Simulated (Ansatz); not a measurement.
A CCSD(T) single point on C3H8Si2 (`[SiH3]C=C=C[SiH3]`).

```yaml
crystal:
  periodic: [false, false, false]
  atoms:
    - {symbol: Si, position_ang: [-1.391523, -1.453697, 1.538148]}
    - {symbol: C, position_ang: [0.150849, -0.420088, 1.435664]}
    - {symbol: C, position_ang: [0.709526, -0.160519, 0.289108]}
    - {symbol: C, position_ang: [1.210700, 0.111905, -0.880816]}
    - {symbol: Si, position_ang: [0.662529, 1.611648, -1.833571]}
    - {symbol: H, position_ang: [-1.148978, -2.670709, 2.358610]}
    - {symbol: H, position_ang: [-2.487434, -0.681748, 2.183047]}
    - {symbol: H, position_ang: [-1.796908, -1.847923, 0.166501]}
    - {symbol: H, position_ang: [0.604117, -0.020202, 2.341107]}
    - {symbol: H, position_ang: [1.962160, -0.557133, -1.296610]}
    - {symbol: H, position_ang: [-0.372208, 2.327813, -1.047687]}
    - {symbol: H, position_ang: [1.815364, 2.517008, -2.087309]}
    - {symbol: H, position_ang: [0.102306, 1.208744, -3.151391]}
basis:
  gaussian: {orbitals: def2-SVP}
correlation: {method: ccsd_t}
```

```sh
$ ansatz run in.yaml --threads 4 --pin off --events-out ev --progress --plain
```

Output of Ansatz, abridged:

```
Functional definition: HF
1180 factors; integrals over basis functions are off by at most 1.1e-3 eV
mean field evaluation 1: about -18931.0514 eV, gradient 2.6e1 eV
mean field evaluation 2: about -18931.0565 eV, gradient 2.6e1 eV
mean field evaluation 4: about -18933.6579 eV, gradient 3.0e0 eV
mean field evaluation 8: about -18933.7008 eV, gradient 8.6e-2 eV
mean field evaluation 16: about -18933.6933 eV, gradient 6.2e-1 eV
mean field -18933.70088871 eV, -695.8006739366 hartree, gradient 9.5e-7 eV, S^2 0.000000; 0 other end points of the search recorded, 0 dependent functions left out
13 core orbitals not correlated: weight in the atoms' cores, before any rotation towards them, 1.000 or more for the frozen orbitals, at most 0.000 for the correlated occupied ones
reference -18933.70088871 eV, -695.8006739366 hartree; 14, 14 occupied and 91, 91 virtual orbitals, 1180 factors
second order -16.00852984 eV of doubles, -0.00000000 eV of singles
cycle   1  -17.12267820 eV  change    -1.1e0 eV  update   1.1e-1
cycle   2  -17.73236642 eV  change   -6.1e-1 eV  update   3.5e-2
cycle   3  -17.85084527 eV  change   -1.2e-1 eV  update   1.6e-2
cycle   4  -17.84977617 eV  change    1.1e-3 eV  update   4.6e-3
cycle   5  -17.85051488 eV  change   -7.4e-4 eV  update   1.6e-3
cycle   6  -17.85054417 eV  change   -2.9e-5 eV  update   5.2e-4
cycle   7  -17.85062862 eV  change   -8.4e-5 eV  update   1.7e-4
cycle   8  -17.85073370 eV  change   -1.1e-4 eV  update   7.5e-5
cycle   9  -17.85073898 eV  change   -5.3e-6 eV  update   2.3e-5
perturbative correction -0.65407989 eV, -0.0240369925 hartree
Total energy: -18952.20570757 eV, -696.4807134868 hartree
```

It took 8.1 s on 4 threads of a server CPU on a shared host, with 0.59 GiB of host memory at the peak.

Correlation energy per correlated electron: -0.661 eV. T1 diagnostic: 0.0126.
